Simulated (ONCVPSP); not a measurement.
# What the settings do to the ONCV potential of Zr

Base potential:

Zr (Z = 40), optimised norm-conserving Vanderbilt (ONCV), made with ONCVPSP 4.0.1 (PBEsol, scalar-relativistic). Core [Ar] 3d10, reference 4s2 4p6 4d2 5s1 (charge +1). Waves: 4s+5s: rc 1.65 bohr, ncon 4, nbas 7, qcut 6.3 1/bohr, 2 projectors; 4p: rc 1.50 bohr, ncon 4, nbas 8, qcut 4.7 1/bohr, 2 projectors, debl 3.1 Ha; 4d: rc 2.35 bohr, ncon 3, nbas 7, qcut 7 1/bohr, 2 projectors, debl 3.6 Ha. Local part: polynomial inside 1.20 bohr (lpopt 5, dvloc0 2 Ha). Core correction: polynomial model core, fcfact 0.7.

All-electron outer shells of the reference configuration (PBEsol, scalar-relativistic, ld1.x):

```tsv
shell	level (eV)	outermost node (bohr)	outermost maximum (bohr)
3d	-181.39	–	0.35
4s	-61.15	0.55	1.08
4p	-39.12	0.56	1.17
4d	-10.00	0.58	1.59
5s	-9.98	1.46	3.00
```

Cutoffs, loose and tight: the cutoffs (Ha) at which the residual kinetic energy of the hardest occupied pseudo-wave falls to 1 and 0.1 mHa per electron. They do not see the model core or the augmentation charge, which bear on the density cutoff. Test errors are all-electron minus pseudo excitation energies from the reference, over the configurations 4s2 4p6 4d2 5s2; 4s2 4p6 4d2 5s0; 4s2 4p6 4d1 5s0; 4s2 4p6 4d1 5s2. A dash means not determined; rows that change the core or the reference have their own tests.

A true bound ghost makes a file unfit for plane-wave use even where its test errors are small: the radial tests pick states by their node count and pass the ghost by.

```csv
change,outcome,"cutoff, loose","cutoff, tight",bound ghosts,GHOST(+) flags above zero,largest test error (meV)
base,generated,31 Ha,86 Ha,none,s,+4.6
"local potential polynomial inside 1.20 bohr (lpopt 5, dvloc0 0 Ha)",generated,31 Ha,86 Ha,none,"s, d",+4.6
"local potential polynomial inside 1.20 bohr (lpopt 5, dvloc0 1.5 Ha)",generated,31 Ha,86 Ha,none,s,+4.6
"local potential polynomial inside 1.20 bohr (lpopt 5, dvloc0 3 Ha)",generated,31 Ha,86 Ha,none,s,+4.5
"local potential polynomial inside 1.20 bohr (lpopt 5, dvloc0 5 Ha)",generated,31 Ha,86 Ha,none,s,+4.5
"local potential polynomial inside 1.20 bohr (lpopt 5, dvloc0 7.5 Ha)",generated,31 Ha,86 Ha,none,none,+4.0
"local potential polynomial inside 1.20 bohr (lpopt 5, dvloc0 9 Ha)",generated,31 Ha,86 Ha,none,p,+5.4
```

(1) What comes out with this change to the base: local potential polynomial inside 1.20 bohr (lpopt 5, dvloc0 -2 Ha)?

Results:

(1) outcome: generated; cutoff, loose: 31 Ha; cutoff, tight: 86 Ha; bound ghosts: d; GHOST(+) flags above zero: s; largest test error (meV): +4.6.

Reading the sweep of the dvloc0 (base included, trends over the rows without a ghost): The loose cutoff stays near 31 Ha. The median size of the test errors (rows with all tests solved) stays near 2.4 meV. Bound ghosts are found at -2 Ha.
